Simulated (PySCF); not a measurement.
**AgO: one state, many levels of theory**

State: ²Π (doublet), unpaired electrons π ↑. Set-up: Ag x2c-TZVPPall, O x2c-TZVPPall; spin-free X2C with a Gaussian nucleus (PySCF 2.14). De refers to Ag (4d10 5s1) + O in their high-spin ground configurations, without counterpoise correction. The functionals are run spin-unrestricted. A positive dipole means Ag(−)O(+). Levels whose curve was spin-contaminated or gave no clean fit are not listed.

```json
{"Level": "UHF-MP2", "Re (Å)": "1.983", "ωe (cm⁻¹)": "513", "De (eV)": "n/a", "μ (D)": "n/a"}
{"Level": "UHF-SCS-MP2", "Re (Å)": "2.004", "ωe (cm⁻¹)": "504", "De (eV)": "n/a", "μ (D)": "n/a"}
{"Level": "UHF-CCSD", "Re (Å)": "2.011", "ωe (cm⁻¹)": "496", "De (eV)": "1.61", "μ (D)": "n/a"}
{"Level": "UHF-CCSD(T)", "Re (Å)": "2.003", "ωe (cm⁻¹)": "491", "De (eV)": "1.78", "μ (D)": "n/a"}
{"Level": "PBE", "Re (Å)": "1.977", "ωe (cm⁻¹)": "485", "De (eV)": "2.38", "μ (D)": "-4.27"}
{"Level": "PBEsol", "Re (Å)": "1.941", "ωe (cm⁻¹)": "517", "De (eV)": "2.61", "μ (D)": "-4.22"}
{"Level": "r²SCAN", "Re (Å)": "1.981", "ωe (cm⁻¹)": "496", "De (eV)": "2.20", "μ (D)": "-4.57"}
{"Level": "PBE0", "Re (Å)": "2.000", "ωe (cm⁻¹)": "491", "De (eV)": "1.91", "μ (D)": "-4.93"}
{"Level": "r²SCAN0", "Re (Å)": "1.998", "ωe (cm⁻¹)": "501", "De (eV)": "1.80", "μ (D)": "-5.11"}
{"Level": "M06-2X", "Re (Å)": "2.047", "ωe (cm⁻¹)": "486", "De (eV)": "1.85", "μ (D)": "-5.61"}
{"Level": "ωB97M-V", "Re (Å)": "2.015", "ωe (cm⁻¹)": "496", "De (eV)": "2.11", "μ (D)": "-5.39"}
{"Level": "B2PLYP", "Re (Å)": "2.004", "ωe (cm⁻¹)": "492", "De (eV)": "1.89", "μ (D)": "-5.46"}
```

The bond length runs from 1.941 Å (PBEsol) to 2.047 Å (M06-2X). De spans 1.61 eV (UHF-CCSD, coupled cluster) to 2.61 eV (PBEsol, GGA).

Correlated steps freeze 15 core orbitals. Spin–orbit coupling is left out, which matters for elements this heavy, above all for dissociation energies. B2PLYP dipoles, levels and charges come from its SCF part alone. The state is the lowest single determinant that the PBE0 search found; with open d or f shells the true ground state can be another one.

The whole job (state search and all levels along the bond) took about 39 min on 2 threads of Arm Neoverse V1 (shared host), peak memory 5.5 GiB.
